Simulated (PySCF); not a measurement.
Electron correlation in As³⁺ (arsenic, charge +3)

[Ar] 3d10 4s2, closed-shell 1S. All numbers are calculated (PySCF 2.14, no relativity, point nucleus, in def2-QZVPPD). Frozen: [Ar] 3d10; 2 electrons correlated.

With two correlated electrons CCSD is exact within the correlated space (frozen core and kept virtual orbitals).

```tsv
level	correlation energy (mhartree)
CCSD	-43.55
```

Diagnostics: T1 = 0.0040, D1 = 0.0056, largest double amplitude 0.103.

Cost of the coupled-cluster step: about 5 core-seconds, for 2 correlated electrons.
